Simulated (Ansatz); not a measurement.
Reactions of `[OH][Ti]([SH])([SH])[SH]`.

Computed with Ansatz on PBE0-D4/def2-TZVP structures; ΔE is electronic, products minus reactants. CBS: MP2 limit from def2 TZ/QZ plus the TZ coupled-cluster correction, frozen cores. This one scheme is used for every species. For Ti outer-core shells are correlated without core-valence functions, which leaves a few kJ/mol of doubt a bond. Scalar relativity is left out up to krypton. One conformer a species, not always the lowest.

(1) Order these by ΔE at CCSD(T)/CBS, lowest first. (Estimate.)
A. `[OH][Ti]([SH])([SH])[SH]` + H₂S → `[SH][Ti]([SH])([SH])[SH]` + H₂O
B. `[OH][Ti]([SH])([SH])[SH]` + H₂O → `[OH][Ti]([OH])([SH])[SH]` + H₂S
C. `[OH][Ti]([SH])([SH])[SH]` + `OB(F)[SiH2][SiH3]` → `[OH][Ti]([OH])([SH])[SH]` + `FB(S)[SiH2][SiH3]`
D. `[OH][Ti]([SH])([SH])[SH]` + H–F → `[F][Ti]([SH])([SH])[SH]` + H₂O

Largest T1 diagnostic: 0.029, for `[SH][Ti]([SH])([SH])[SH]`, so its coupled-cluster energy is less sure.

## Answers

(1) D (-35.2 kJ/mol), B (-22.9 kJ/mol), A (+29.4 kJ/mol), C (+41.0 kJ/mol).
